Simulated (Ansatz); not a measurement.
Ansatz (a program for electronic structure) input (B3LYP-D3(BJ)/def2-TZVP):

Ansatz 0.2 input:
```yaml
crystal:
  periodic: [false, false, false]
  atoms:
    - {symbol: C, position_ang: [-1.83236003, -0.75798518, -1.19847277]}
    - {symbol: C, position_ang: [-1.41906989, -0.02457073, 0.02557432]}
    - {symbol: C, position_ang: [-2.11872788, 1.24288316, 0.35982061]}
    - {symbol: C, position_ang: [-0.13051421, -0.34346679, 0.67849534]}
    - {symbol: C, position_ang: [1.07165522, 0.35636681, -0.02419843]}
    - {symbol: C, position_ang: [2.35173395, 0.00467222, 0.65070446]}
    - {symbol: C, position_ang: [3.30225588, -0.73870016, 0.11231184]}
    - {symbol: H, position_ang: [-1.31384509, -1.71084088, -1.27797557]}
    - {symbol: H, position_ang: [-1.61843170, -0.17982069, -2.10616300]}
    - {symbol: H, position_ang: [-2.90833760, -0.94402618, -1.19561655]}
    - {symbol: H, position_ang: [-1.98054062, 1.50256761, 1.40829899]}
    - {symbol: H, position_ang: [-1.74053922, 2.08310077, -0.23730870]}
    - {symbol: H, position_ang: [-3.18559410, 1.16291748, 0.15357745]}
    - {symbol: H, position_ang: [-0.14133781, -0.02049567, 1.72273163]}
    - {symbol: H, position_ang: [0.05540365, -1.42031289, 0.65213699]}
    - {symbol: H, position_ang: [1.09770145, 0.04887244, -1.07034402]}
    - {symbol: H, position_ang: [0.91014493, 1.43565415, 0.02011273]}
    - {symbol: H, position_ang: [2.45961986, 0.37444701, 1.66284547]}
    - {symbol: H, position_ang: [3.21871716, -1.12379136, -0.89111966]}
    - {symbol: H, position_ang: [4.20548750, -0.98726757, 0.64324686]}
basis:
  gaussian:
    orbitals: def2-TZVP
hamiltonian:
  xc: b3lyp
  dispersion: d3bj
magnetization: {spin_polarized: true, initial_magnetization: 1}
relax: {f_tol: 0.002, max_steps: 150}
```

End of the output:

```
Atom 6 at     3.358607    -0.670343     0.097594 Å, force     0.000357     0.000407    -0.000678 eV/Å
Atom 7 at    -1.520237    -1.801661    -1.195883 Å, force    -0.000220     0.000072    -0.000056 eV/Å
Atom 8 at    -1.457107    -0.289486    -2.097047 Å, force    -0.000105    -0.000242     0.000229 eV/Å
Atom 9 at    -2.954733    -0.768036    -1.316325 Å, force     0.000256    -0.000137     0.000028 eV/Å
Atom 10 at    -1.927996     1.556614     1.397907 Å, force    -0.000091    -0.000008    -0.000110 eV/Å
Atom 11 at    -1.732153     2.066944    -0.276519 Å, force    -0.000144    -0.000001    -0.000076 eV/Å
Atom 12 at    -3.189611     1.213569     0.201913 Å, force    -0.000242    -0.000021     0.000061 eV/Å
Atom 13 at    -0.152260    -0.084338     1.734023 Å, force     0.000135    -0.000070     0.000148 eV/Å
Atom 14 at     0.027437    -1.459636     0.650667 Å, force     0.000005    -0.000045     0.000118 eV/Å
Atom 15 at     1.094223     0.017482    -1.062821 Å, force     0.000147    -0.000014     0.000147 eV/Å
Atom 16 at     0.887865     1.397433     0.009943 Å, force    -0.000182     0.000138     0.000041 eV/Å
Atom 17 at     2.449318     0.322898     1.688044 Å, force     0.000354    -0.000162    -0.000073 eV/Å
Atom 18 at     3.305002    -1.019232    -0.927921 Å, force     0.000106    -0.000134     0.000070 eV/Å
Atom 19 at     4.269543    -0.887752     0.640492 Å, force    -0.000284    -0.000139     0.000403 eV/Å
Dipole moment:    -0.061690     0.052114    -0.023189 e Å
```

It need not be the lowest isomer of its formula.
